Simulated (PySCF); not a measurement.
F₃In (SMILES [F][In]([F])[F]), singlet, geometry from GFN2-xTB (such geometries of metal compounds can be far from the true shape) (all electrons, no relativity); PySCF with HF/3-21G.

The PySCF input:
```python
from pyscf import gto, scf

mol = gto.M(
    atom='''
In    0.00000000    0.00000000    0.00000000
F    -1.67769182   -1.02031088    0.03026648
F     0.01519865    1.84496979   -0.67264826
F     1.66249317   -0.82465891    0.64238177
''',
    basis='3-21g',
    verbose=4,
)

mf = scf.RHF(mol)
mf.kernel()
mf.analyze()
```

The log (banner, timings and long lists left out):

```
PySCF version 2.14.0

[INPUT] verbose = 4
[INPUT] num. atoms = 4
[INPUT] num. electrons = 76
[INPUT] charge = 0
[INPUT] spin (= nelec alpha-beta = 2S) = 0
[INPUT] symmetry False subgroup None
[INPUT] Mole.unit = angstrom
[INPUT] Symbol           X                Y                Z      unit          X                Y                Z       unit  Magmom
[...]
nuclear repulsion = 394.303873076735
number of shells = 28
number of NR pGTOs = 126
number of NR cGTOs = 58
basis = 3-21g
ecp = {}

******** <class 'pyscf.scf.hf.RHF'> ********
method = RHF
initial guess = minao
damping factor = 0
level_shift factor = 0
DIIS = <class 'pyscf.scf.diis.CDIIS'>
diis_start_cycle = 1
diis_space = 8
diis_damp = 0
SCF conv_tol = 1e-09
SCF conv_tol_grad = None
SCF max_cycles = 50
direct_scf = True
direct_scf_tol = 1e-13
Set gradient conv threshold to 3.16228e-05
Initial guess from minao.
init E= -5999.0236850185
[...]
cycle= 1 E= -6011.41275140345  delta_E= -12.4  |g|= 0.868  |ddm|= 1.97
[...]
cycle= 2 E= -6011.4945881831  delta_E= -0.0818  |g|= 0.528  |ddm|= 0.874
[...]
cycle= 3 E= -6011.52932675135  delta_E= -0.0347  |g|= 0.0285  |ddm|= 0.251
[...]
cycle= 4 E= -6011.52973495337  delta_E= -0.000408  |g|= 0.00715  |ddm|= 0.0527
[...]
cycle= 5 E= -6011.52976349035  delta_E= -2.85e-05  |g|= 0.00111  |ddm|= 0.0131
[...]
cycle= 6 E= -6011.52976479024  delta_E= -1.3e-06  |g|= 0.000248  |ddm|= 0.00287
[...]
cycle= 7 E= -6011.52976484067  delta_E= -5.04e-08  |g|= 2.39e-05  |ddm|= 0.00062
[...]
cycle= 8 E= -6011.52976484108  delta_E= -4.09e-10  |g|= 4.73e-06  |ddm|= 4.87e-05
[...]
Extra cycle  E= -6011.52976484107  delta_E= 5.46e-12  |g|= 1.7e-06  |ddm|= 5.83e-06
converged SCF energy = -6011.52976484107
**** SCF Summaries ****
Total Energy =                       -6011.529764841069664
Nuclear Repulsion Energy =             394.303873076735499
One-electron Energy =                -9096.308517965466308
Two-electron Energy =                 2690.474880047660463
Two-electron Coulomb Energy =         2874.723174258130257
DFT Exchange-Correlation Energy =     -184.248294210469794
HOMO-LUMO gap [eV] =                    15.075708178053775
**** MO energy ****
[...]
 ** Mulliken pop on meta-lowdin orthogonal AOs  **
 ** Mulliken pop  **
 ** Mulliken atomic charges  **
charge of    0In =      1.56136
charge of    1F =     -0.52045
charge of    2F =     -0.52045
charge of    3F =     -0.52045
Dipole moment(X, Y, Z, Debye):  0.00000, -0.00000,  0.00000
```
